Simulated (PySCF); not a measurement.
Species: (SiH3)2PPF2, F2H6P2Si2.
Geometry (GFN2-xTB, Å), atoms numbered from 1 in this order:
```
atom  x, y, z in Å
F1    -0.9062    2.7949   -0.3950
P2     0.1092    1.6304   -0.8742
F3     1.4378    2.5165   -0.6159
P4     0.1385    0.4400    0.9357
Si5    1.6695   -0.9460    0.0476
Si6   -1.8045   -0.5399    0.3712
H7     1.3519   -1.2959   -1.3408
H8     1.6460   -2.1345    0.8956
H9     2.9541   -0.2517    0.1131
H10   -1.8992   -1.7206    1.2252
H11   -1.8342   -0.9223   -1.0444
H12   -2.8619    0.4283    0.6556
```

Level of theory: TDDFT PBE0/def2-SVPD, vertical, gas phase, core orbitals frozen in the response (PySCF 2.14.0, density-fitted response routines).

What does the calculation give for the low-lying excited states?

```tsv
state	E (eV)	ν̃ (cm⁻¹)	f	|μ| (D)	symmetry	main configurations (H = HOMO, L = LUMO)
S1	4.42	35640	0.0013	0.27	–	H→L (99%)
S2	5.40	43560	0.0005	0.15	–	H-1→L (99%)
S3	5.54	44680	0.034	1.28	A′	H→L+1 (57%), H→L+2 (39%)
S4	5.83	47000	0.100	2.12	A′	H→L+2 (50%), H→L+1 (32%), H→L+4 (10%)
S5	6.09	49120	0.029	1.12	A″	H→L+3 (96%)
S6	6.15	49610	0.033	1.19	A′	H→L+4 (81%), H-1→L+1 (8%)
S7	6.38	51470	0.023	0.98	A′	H-1→L+1 (78%), H-2→L (10%)
S8	6.61	53300	0.058	1.52	A′	H-2→L (53%), H-1→L+2 (30%)
```

Triplets (Tamm–Dancoff): T1 3.69 eV, H→L (90%); T2 4.39 eV, H→L+1 (82%), H→L+2 (9%); T3 5.06 eV, H-1→L (86%).

The lowest singlet lies at 4.42 eV (281 nm, ultraviolet) and is very weak; its leading configuration is HOMO→LUMO (99%). The strongest level in the table is S4 at 5.83 eV (213 nm, f = 0.100). Löwdin shares by element: HOMO phosphorus 77%, fluorine 13%; LUMO phosphorus 50%, silicon 20% (atoms not listed hold the other 30%). The listed states span 2.19 eV, and the widest gap between neighbours is 0.98 eV (S1 to S2). Of the 8 states listed, 6 reach f = 0.01 and 1 stays under 0.0005. The oscillator strengths of these states sum to 0.279; summed over the whole spectrum of an exact calculation they would give the number of electrons, 82 (Thomas–Reiche–Kuhn). No computed singlet lies in the visible range (380 to 750 nm); the lowest, at 281 nm, stands 1.16 eV above its violet end (3.26 eV). Symmetry labels in Cs follow from the direction of the transition dipole and are given only for states with f of 0.002 or more. Singlets were solved by full linear response, triplets in the Tamm–Dancoff approximation.

On x86-64 server, one thread (shared host), this took 19 s.

One conformer stands for the species.
